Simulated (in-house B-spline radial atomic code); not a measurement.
Au. Computed with a B-spline radial atomic code. Model: all-electron spherical atom, spin shells full or empty, radial basis limit, no spin-orbit coupling, Breit or QED, empty-state partial waves extrapolated as (l+1/2)^-4, RPA, G0W0 and static COHSEX of the highest shell as one setting changes (uncorrelated shells keep exact exchange).

Empty levels are discrete states of a finite basis, so the steps are uneven.

Without the two-electron picture change, core correlation of heavy ions comes too large.

Given: element Au; charge 0; filled core Xe; hamiltonian one-electron scalar X2C; mean-field start PBE0; highest l of empty states 9; nuclear rms radius 5.4371 fm; lowest nl shells left uncorrelated 12; highest mean-field shell 6s up; box radius 40 bohr.

Shell: 4f 7 7, 5d 5 5, 6s 1 0 (electrons up and down).

| highest empty level kept (hartree) | RPA correlation energy (hartree) | G0W0 level (eV) | G0W0 minus most complete (meV) | COHSEX level (eV) | linearised minus solved G0W0 (meV) |
| --- | --- | --- | --- | --- | --- |
| 1 | -0.13335 | -8.6837 | 713.4 | -9.6708 | -22.3 |
| 2 | -0.28258 | -9.0511 | 346.1 | -10.354 | -32.9 |
| 3.5 | -0.40647 | -9.1995 | 197.7 | -10.698 | -35.9 |
| 6 | -0.47559 | -9.3017 | 95.4 | -10.964 | -39.2 |
| 10 | -0.51698 | -9.3526 | 44.5 | -11.095 | -41.3 |
| 18 | -0.54601 | -9.381 | 16.2 | -11.184 | -42.4 |
| 30 | ? | ? | ? | ? | ? |
| 60 | -0.56644 | -9.396 | 1.2 | -11.23 | -43 |
| 120 | ? | ? | ? | ? | ? |
| 250 | -0.56754 | -9.3971 | 0.1 | -11.233 | -43.1 |
| 600 | -0.56761 | -9.3971 | 0 | -11.234 | -43.1 |
| 2000 | -0.56763 | -9.3972 | 0 | -11.234 | -43.1 |

Question: What follows for highest empty level kept = 120?

Answer: RPA correlation energy -0.56731 hartree; G0W0 level -9.3968 eV; G0W0 minus most complete 0.3 meV; COHSEX level -11.232 eV; linearised minus solved G0W0 -43.1 meV.

Question: What follows for highest empty level kept = 30?

Answer: RPA correlation energy -0.55847 hartree; G0W0 level -9.392 eV; G0W0 minus most complete 5.1 meV; COHSEX level -11.217 eV; linearised minus solved G0W0 -42.9 meV.
